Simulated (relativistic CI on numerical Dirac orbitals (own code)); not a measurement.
**Hyperfine structure of Pm⁵⁵⁺, mass number 147**

Calculated at this level of theory: Dirac-Coulomb-Breit CI, orbitals from a KLI potential per configuration, a model potential for QED, unscaled Slater integrals (own radial code, finite nucleus).

Configuration list (outside the closed core 1s2): 2s2 2p2, 2s 2p3, 2p4, 2p3 3s, 2p3 3p, 2p3 3d, 2s2 2p 3s, 2s2 2p 3p, 2s2 2p 3d, 2s 2p2 3s, 2s 2p2 3p, 2s 2p2 3d, 2s2 2p 4s, 2s2 2p 4p, 2s2 2p 4d, 2s2 2p 4f. Levels of other configurations are missing.

Nuclear spin I = 7/2, μ = 2.58 μN, Q = 0.74 b (tables of Stone and Pyykkö). The electronic factors are computed for point nuclear moments, without core polarisation or the Bohr-Weisskopf and QED corrections.

```tsv
Level	E (10³ cm⁻¹)	A (GHz)	B (GHz)
2s2 2p2 3P_1	4684.6	-184.1	324
2s2 2p2 1D_2	4823.5	855.3	588
2s2 2p2 3P_2	9634.2	342.7	58.6
2s 2p3 3D°_3	11314.6	1894	-1.69
2s 2p3 1D°_2	11909.6	-91.51	-110
2s 2p3 3P°_1	11935.0	4366	148
2p4 3P_2	13829.3	327.3	55.1
```

Levels with J = 0, under 50 % of one LS term, or S terms without an open s electron are left out. Small factors come from cancelling terms and can be off by tens of per cent or more.

At this charge energies of transitions that change n are usually good to better than 1 %, and those within a shell (Δn = 0) to a few per cent.

Problem. Give the hyperfine levels of 2s2 2p2 1D_2 relative to its centre of gravity.

Solution. With K = F(F + 1) − I(I + 1) − J(J + 1), E = AK/2 + B[¾K(K + 1) − I(I + 1)J(J + 1)]/[2I(2I − 1)J(2J − 1)]: F = 3/2: -7383, F = 5/2: -5507, F = 7/2: -2734, F = 9/2: 1083, F = 11/2: 6134 GHz.

LS names give the leading component of a level, which can be under half, so a name can repeat, a term be missing and a line seem to break the LS rules.
